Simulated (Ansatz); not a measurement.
The cluster Sn3F4⁺. The state is a doublet with charge 1. Geometry r2SCAN-D4/def2-SVP; atoms count from 1.

```xyz
7

Sn    1.790   -0.843   -0.968
Sn   -1.779   -0.727   -0.068
Sn   -0.033    1.449    1.264
F     0.070    0.518   -0.937
F     1.773    0.114    0.872
F    -1.947    1.427    0.222
F     0.126   -1.938   -0.386
```

In the def2 sets Sn takes a core potential; there is no spin–orbit coupling. Another isomer (doublet) lies 0.54 eV lower at PBE0-D4/def2-TZVP; other spin states weren't run for this one.

(1) Estimate the Mulliken populations from the PBE0/def2-TZVP orbitals of Ansatz.

(2) Where does the spin sit?

(3) And the Mayer bond orders between heavy atoms (over 0.3)?

Answers

(1) 
| atom | charge (e) | spin (α − β) |
| --- | --- | --- |
| Sn1 | 1.20 | -0.01 |
| Sn2 | 0.91 | 0.49 |
| Sn3 | 0.91 | 0.49 |
| F4 | -0.53 | 0.00 |
| F5 | -0.51 | 0.00 |
| F6 | -0.47 | 0.02 |
| F7 | -0.51 | 0.00 |
Mulliken values depend strongly on the basis.

(2) Summed by element: Sn 0.97, F 0.03, of 1 unpaired in all. Largest on single atoms: Sn2 0.49, Sn3 0.49, F6 0.02.

(3) Sn1–F4 0.34 (2.19 Å); Sn1–F5 0.50 (2.07 Å); Sn1–F7 0.50 (2.07 Å); Sn2–Sn3 0.58 (3.09 Å); Sn2–F6 0.40 (2.18 Å); Sn3–F6 0.40 (2.18 Å).
